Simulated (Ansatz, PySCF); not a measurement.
C2H4ClFOSi, SMILES C(=O)C[Si@H](Cl)F. Atoms are numbered in the order given.

```xyz
10

O      2.7069     0.1591    -1.2398
C      2.0748     0.2645    -0.2238
C      1.1332    -0.7834     0.2938
Si    -0.6436    -0.4577    -0.1906
F     -1.5744    -1.5201     0.5971
Cl    -1.1670     1.4297     0.4265
H      2.1318     1.1931     0.3997
H      1.1537    -0.8210     1.3957
H      1.4112    -1.7664    -0.1202
H     -0.9049    -0.5906    -1.6400
```
Charge 0, spin multiplicity 1.

Coordinates come from a PBE0-D3(BJ)/def2-SVP optimisation. The structure was generated by enumeration; whether it is a known compound was not checked. One conformer was computed; it need not be the lowest.

Two levels are set side by side: PBE-D3(BJ)/def2-SVP (Ansatz, a first-principles code) and PBE0-D3(BJ)/def2-SVP (Ansatz). Each level has its own optimised geometry; the coordinates shown are those of the second. Frequencies come from the Hessian of PySCF at each geometry. Differences are taken from unrounded values.

```tsv
quantity	PBE0-D3(BJ)
mean bond length (Å)	1.450
bond O1–C2 (Å)	1.201
bond C2–C3 (Å)	1.501
bond C3–Si4 (Å)	1.870
bond Si4–F5 (Å)	1.617
bond Si4–Cl6 (Å)	2.054
bond C2–H7 (Å)	1.120
bond C3–H8 (Å)	1.103
bond C3–H9 (Å)	1.102
bond Si4–H10 (Å)	1.479
highest harmonic wavenumber (cm⁻¹)	3155
mean harmonic wavenumber (cm⁻¹)	1108
zero-point energy (kcal/mol)	38.02
```

### Question
What does PBE-D3(BJ) give, and how far is it from PBE0-D3(BJ)? (Estimate from the structure and the level; the computed values follow.)

### Answer

```csv
quantity,PBE-D3(BJ),PBE-D3(BJ) minus PBE0-D3(BJ)
mean bond length (Å),1.462,0.012
bond O1–C2 (Å),1.214,0.013
bond C2–C3 (Å),1.510,0.010
bond C3–Si4 (Å),1.885,0.014
bond Si4–F5 (Å),1.633,0.016
bond Si4–Cl6 (Å),2.068,0.015
bond C2–H7 (Å),1.132,0.012
bond C3–H8 (Å),1.111,0.008
bond C3–H9 (Å),1.110,0.008
bond Si4–H10 (Å),1.491,0.012
highest harmonic wavenumber (cm⁻¹),3067,-89
mean harmonic wavenumber (cm⁻¹),1067,-41
zero-point energy (kcal/mol),36.62,-1.40
```

GGA bonds tend to be longer and softer than those of functionals with exact exchange. Differences between two approximate levels are no errors against the true value.
